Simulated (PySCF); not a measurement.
Vertical excitations of a molecule CH10O2Si3 from TDA-PBE/def2-SVPD (PySCF), as energy in eV (oscillator strength): 5.92 (0.006), 6.14 (0.005), 6.16 (0.013), 6.49 (0.004), 6.68 (0.037), 6.70 (0.017). Lowest triplet (TDA): 5.35 eV. The structure is a stationary point at B3LYP-D3(BJ)/def2-SVP. One conformer was computed; it need not be the lowest.

Q: Which structure fits?
(A) C[SiH2][Si@@H](O)O[SiH3]
(B) O[C@H]([SiH3])[Si@@H](O)[SiH3]
(C) C[Si@H](O)O[SiH2][SiH3]
(D) O[SiH2]OC([SiH3])[SiH3]

A: C, C[Si@H](O)O[SiH2][SiH3]
